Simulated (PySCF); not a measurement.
**Al: excitation energy**

Al [Ne] 3s2 3p1 (2P) → Al [Ne] 3s1 3p2 (4P), as a difference of total energies. All numbers are calculated (PySCF 2.14, no relativity, point nucleus, in aug-cc-pV(Q+d)Z). Correlated levels: valence: [Ne] frozen. The calculations carry no spin-orbit coupling.

Task: Order these methods by the excitation energy they give, lowest first.
A. revPBE
B. MP2 (valence)
C. UHF
D. PBE

Result: C (2.390 eV), B (3.169 eV), A (3.501 eV), D (3.563 eV).

Errors of the correlated levels include the incompleteness of this basis and the frozen core.

For comparison: 3.598 eV (measured; NIST levels, between the centres of gravity of the two terms).
